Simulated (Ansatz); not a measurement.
Ideal-gas functions of C$_{2}$H$_{4}$Sn, SMILES `C#[C][SnH3]` at 600 K and 1 bar, from an Ansatz frequency run at PBE0-D4/def2-TZVP.

Molar mass 146.77 g/mol, point group C3v (symmetry number 3), electronic degeneracy 1, moments of inertia 7.912, 174.919, 174.919 u Å². Harmonic wavenumbers (cm⁻¹, unscaled): 194, 194, 452, 518, 518, 699, 718, 718, 720, 720, 1971, 1971, 1972, 2147, 3463.

Use S(trans) = R[1.5 ln M + 2.5 ln T − 1.1517]; rotational temperatures θ = 24.2544 K / I; S(rot) = R[ln(√π/σ · √(T³/θAθBθC)) + 1.5]; for each mode x = 1.438777 ν̃/T, S = R[x/(eˣ − 1) − ln(1 − e⁻ˣ)] and H = RT x/(eˣ − 1); 1 cm⁻¹ = 0.0119627 kJ/mol; R = 8.31446 J/(mol·K).

Task: By hand: the entropy, in J/(mol·K).

Result: Translation 185.6. Rotation: θ = 3.0655, 0.1387, 0.1387 K, giving 99.6. Vibration, mode by mode: 14.75, 14.75, 8.04, 7.03, 7.03, 4.93, 4.75, 4.75, 4.74, 4.74, 0.43, 0.43, 0.42, 0.30, 0.02, in all 77.1. Electronic 0.0. Sum 362.3 J/(mol·K).

Task: By hand: H − E and G − E in kJ/mol, counted from the electronic energy.

Result: Zero-point energy ½ × 16975 × 0.0119627 = 101.5; thermal vibration 25.8; translation, rotation and pV give 4 RT = 20.0. H − E = 147.3 kJ/mol, and G − E = 147.3 − 600 × 362.3/1000 = -70.1 kJ/mol.

Vibration gives 21 % of the entropy.
